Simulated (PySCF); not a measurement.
# Identify the compound

The spectra below were simulated for a compound C4H4ClFO2.

¹H NMR (500 MHz, computed): δ 5.10 (m, 1H), 4.06 (s, 3H).

¹³C{¹H} NMR (computed): δ 174.0 (C), 168.5 (C), 86.8 (CH), 55.8 (CH3).

PySCF 2.14 calculation with coordinates at the GFN2-xTB level and shielding tensors at PBE0/pcSseg-1 (GIAO); no relativistic terms, one averaged value for each set of equivalent atoms, a single conformation, isolated molecule.

Shifts are taken against calculated references (same method and geometry level): TMS for ¹H (31.72 ppm) and ¹³C (186.93 ppm).

Question: Propose a structure and justify it.

Answer: 
- The formula gives 2 degrees of unsaturation (no ring in the answer).
- 4 carbon signals for 4 carbons: no two carbons are equivalent.
- Carbon types of the structure: 2 × C, 1 × CH, 1 × CH3, which accounts for all hydrogens.
- δC 174.0: alkene carbon bearing oxygen; an sp2 carbon further deshielded by the attached heteroatom.
- δC 168.5: carbonyl carbon.
- δC 86.8: β carbon of an enol-ether or enamine type C=C; the O or N lone pair pushes π density onto this β carbon and shields it.
- δC 55.8: methyl carbon bonded to O; deshielded by the electronegative neighbour.
- δH 5.10: hydrogen on a β carbon of an enol-ether or enamine type C=C; lone-pair donation from O or N shields it, upfield of ordinary alkene protons.
- δH 4.06: hydrogen on a methyl carbon bonded to O; its carbon carries O, which withdraws density.

Structure: `CO/C(F)=C/C(=O)Cl`.

This is the structure that produced the data.

Carbons that carry Cl, above all several Cl atoms, come out too deshielded, partly because spin–orbit coupling is missing. Splittings by ¹⁹F in the carbon and heteronuclear signals aren't shown, as no couplings were computed. Shifts are as computed. Against solution values, carbons near 30 ppm lie about +3 ppm off and those near 130 ppm about +5 ppm; carbons on Cl a further +6 ppm. Of 1211 compounds with measured shifts, 218 miss one by over three times the rms of a fit or turn the order of signals round; such compounds aren't used in these exercises. No couplings were computed; multiplicities are counted from neighbouring protons, with m where these are inequivalent, close in shift, in a saturated or five-membered ring or joined by F or P, and br s for small geminal =CH2 splittings.
